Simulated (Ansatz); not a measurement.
(LiSH)4 ring (Li4H4S4). Charge 0, multiplicity 1. Geometry r2SCAN-D4/def2-SVP; atoms count from 1.

```xyz
12

Li    1.4705    0.7865    2.0677
Li    1.5726    1.3721   -1.6433
Li   -1.4727   -0.7816   -2.0656
Li   -1.5747   -1.3667    1.6426
S     2.5137    1.9692    0.3799
S     0.1818    0.3712   -3.1921
S    -2.6991   -1.7145   -0.3448
S     0.0072   -0.6307    3.1564
H     3.6629    1.2611    0.2998
H    -0.5325    1.4569   -3.5652
H    -2.3946   -3.0172   -0.5421
H    -0.7351    0.2934    3.8069
```

Another isomer (singlet) lies 0.09 eV lower at PBE0-D4/def2-TZVP; other spin states weren't run for this one.

Estimate the Mulliken populations from the PBE0/def2-TZVP orbitals of Ansatz.


```
atom  charge (e)
 Li1        0.70
 Li2        0.70
 Li3        0.70
 Li4        0.70
  S5       -0.87
  S6       -0.87
  S7       -0.87
  S8       -0.87
  H9        0.17
 H10        0.17
 H11        0.17
 H12        0.17
```
Mulliken values depend strongly on the basis.
